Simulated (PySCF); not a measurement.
**Cr⁺: ionisation energy**

Cr⁺ [Ar] 3d5 (6S) → Cr²⁺ [Ar] 3d4 (5D), as a difference of total energies. Computed with PySCF 2.14 in ANO-RCC-VTZP, with scalar relativity by spin-free X2C-1e. Correlated levels: valence: [Ar] frozen; valence and next inner shell: [Ne] frozen. The calculations carry no spin-orbit coupling.

```json
{"method": "UHF", "ionisation energy (eV)": "15.028", "plus first-order spin-orbit estimate": "14.975", "error of that sum (eV)": "-1.511"}
{"method": "LDA", "ionisation energy (eV)": "17.605", "plus first-order spin-orbit estimate": "17.553", "error of that sum (eV)": "+1.067"}
{"method": "PBE", "ionisation energy (eV)": "17.211", "plus first-order spin-orbit estimate": "17.159", "error of that sum (eV)": "+0.673"}
{"method": "PBE0", "ionisation energy (eV)": "16.846", "plus first-order spin-orbit estimate": "16.793", "error of that sum (eV)": "+0.307"}
{"method": "r2SCAN", "ionisation energy (eV)": "16.906", "plus first-order spin-orbit estimate": "16.853", "error of that sum (eV)": "+0.367"}
{"method": "HSE06", "ionisation energy (eV)": "16.846", "plus first-order spin-orbit estimate": "16.794", "error of that sum (eV)": "+0.308"}
{"method": "PBEsol", "ionisation energy (eV)": "17.271", "plus first-order spin-orbit estimate": "17.218", "error of that sum (eV)": "+0.732"}
{"method": "BHandHLYP", "ionisation energy (eV)": "16.281", "plus first-order spin-orbit estimate": "16.228", "error of that sum (eV)": "-0.258"}
{"method": "MP2 (valence)", "ionisation energy (eV)": "16.027", "plus first-order spin-orbit estimate": "15.974", "error of that sum (eV)": "-0.512"}
{"method": "SCS-MP2 (valence)", "ionisation energy (eV)": "15.361", "plus first-order spin-orbit estimate": "15.308", "error of that sum (eV)": "-1.178"}
{"method": "MP2 (valence and next inner shell)", "ionisation energy (eV)": "16.729", "plus first-order spin-orbit estimate": "16.676", "error of that sum (eV)": "+0.190"}
{"method": "SCS-MP2 (valence and next inner shell)", "ionisation energy (eV)": "16.037", "plus first-order spin-orbit estimate": "15.984", "error of that sum (eV)": "-0.502"}
```

Reference: 16.486 eV (measured; NIST Atomic Spectra Database, ionization energies).

A first-order spin-orbit estimate (lowest level to lowest level, LS coupling) adds -0.053 eV.

Errors of the correlated levels include the incompleteness of this basis and the frozen core.
